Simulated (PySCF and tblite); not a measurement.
Values are calculated unless marked as measured or tabulated.
4 constitutional isomers of C₇H₅N:

| isomer | SMILES |
| --- | --- |
| A | [CH2:1]=[C:2]1[CH:3]=[CH:4][C:5]([C:6]#[N:7])=[CH:8]1 |
| B | [CH:1]#[C:2][c:3]1[cH:4][cH:5][cH:6][n:7][cH:8]1 |
| C | [N:1]#[C:2][CH:3]=[C:4]1[CH:5]=[CH:6][CH:7]=[CH:8]1 |
| D | [N:1]#[C:2][c:3]1[cH:4][cH:5][cH:6][cH:7][cH:8]1 |

Each isomer is a Boltzmann average at 298.15 K over at most 6 conformers: GFN2-xTB geometries, energies B3LYP/def2-SVP (IEF-PCM, chloroform) (D3(BJ) added where defined), GIAO shieldings B97-2/pcSseg-1 (IEF-PCM, chloroform), GFN2-xTB thermal terms. Programs: PySCF with density fitting and tblite.

Task: What shifts does each isomer give (ppm; of two unlike H on one atom, a is the less shielded)?

Result: 
A: ¹H (against TMS): 7.24 (H8, 1H), 6.94 (H1a, 1H), 6.91 (H1b, 1H), 6.87 (H4, 1H), 6.65 (H3, 1H). ¹³C (against TMS): 154.1 (C2), 145.0 (C1), 144.2 (C8), 137.8 (C4), 129.8 (C3), 122.6 (C6), 118.0 (C5).

B: ¹H (against TMS): 9.07 (H8, 1H), 8.90 (H6, 1H), 8.27 (H4, 1H), 7.63 (H5, 1H), 3.29 (H1, 1H). ¹³C (against TMS): 157.8 (C8), 152.8 (C6), 145.9 (C4), 126.7 (C5), 120.5 (C3), 89.5 (C1), 84.5 (C2).

C: ¹H (against TMS): 6.89 (H7, 1H), 6.89 (H6, 1H), 6.64 (H5, 1H), 6.30 (H8, 1H), 6.06 (H3, 1H). ¹³C (against TMS): 169.5 (C4), 145.0 (C7), 143.8 (C6), 128.3 (C8), 126.0 (C5), 122.8 (C2), 107.8 (C3).

D: ¹H (against TMS): 8.13 (H4/H8, 2H), 8.05 (H6, 1H), 7.92 (H5/H7, 2H). ¹³C (against TMS): 138.3 (C4/C8), 137.6 (C6), 132.8 (C5/C7), 125.6 (C2), 112.9 (C3).

Shifts are unscaled: against experiment ¹³C can be off by 15 ppm or more and ¹H by 0.8 ppm.
